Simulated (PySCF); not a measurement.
CF3SO3SiMe3, C4H9F3O3SSi.
SMILES: `C[Si](C)(C)OS(=O)(=O)C(F)(F)F`

Torsions of this conformer, `[CH3:1][Si:2]([CH3:3])([CH3:4])[O:5][S:6](=[O:7])(=[O:8])[C:9]([F:10])([F:11])[F:12]`: C1–Si2–O5–S6 -63°, Si2–O5–S6–O7 4°, O5–S6–C9–F10 -60°.

The closed-shell ground state was solved at several levels (PySCF, density fitting, gas phase, non-relativistic). One conformer (not necessarily the lowest) at the PBE0-D3(BJ)/def2-SVP geometry, without solvent, vibrations or thermal averaging.

```json
{"level": "PBE0/def2-SVPD", "basis functions": "341", "HOMO (eV)": "-9.05", "LUMO (eV)": "0.13", "gap (eV)": "9.18", "dipole (D)": "4.53"}
{"level": "B97-2/pcSseg-1", "basis functions": "263", "HOMO (eV)": "-8.76", "LUMO (eV)": "0.57", "gap (eV)": "9.33", "dipole (D)": "4.40"}
```

Task: What might PBE0/pcSseg-1 (263 basis functions) give for the same quantities?

Result: HOMO -9.03 eV, LUMO 0.63 eV, gap 9.66 eV, dipole 4.42 D.

Task: Over all these levels, which gives the widest orbital gap and which the narrowest?

Result: PBE0/pcSseg-1 has the widest, 9.66 eV, and PBE0/def2-SVPD the narrowest, 9.18 eV. The two share the functional. From the narrowest to the widest the HOMO moves by +0.02 eV and the LUMO by +0.50 eV.

Task: How far do the dipole and the HOMO energy spread over the levels?

Result: The dipole runs from 4.40 to 4.53 D (mean 4.45 D) and the HOMO from -9.05 to -8.76 eV.
